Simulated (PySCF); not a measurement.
# Rotational lines of MgZn

Lines J+1 ← J of the vibrational ground state, computed from r²SCANh constants of MgZn, ¹Σ⁺ (singlet), closed shell (PySCF, no relativity, basis sets Mg def2-SVP, Zn def2-SVP; masses 23.9850 and 63.9291 u), in MHz:

```json
{"J": "5", "ν (MHz)": "33804.0"}
{"J": "6", "ν (MHz)": "39434.0"}
{"J": "7", "ν (MHz)": "45062.0"}
{"J": "8", "ν (MHz)": "50688.0"}
{"J": "9", "ν (MHz)": "56311.5"}
```

Question: Find B0 and the effective bond length r0; with αe = 0.00170 cm⁻¹, find Re.

Answer: ν = 2B0(J+1) − 4D(J+1)³ gives B0 = 0.093992 cm⁻¹. With the reduced mass μred = 17.441 u, r0 = √(16.8576/(μred·B0)) (u, cm⁻¹, Å) = 3.2067 Å. Be = B0 + αe/2 = 0.094842 cm⁻¹ gives Re = 3.192 Å.

Closed-shell solutions of metal pairs were not tested for spin polarisation, which can lower them a little. The bond is weak. Basis-set superposition, not corrected here, can be much of De in a small basis, most of all at correlated wavefunction levels. Functionals without a dispersion term scatter widely for such bonds, and LDA overbinds them.
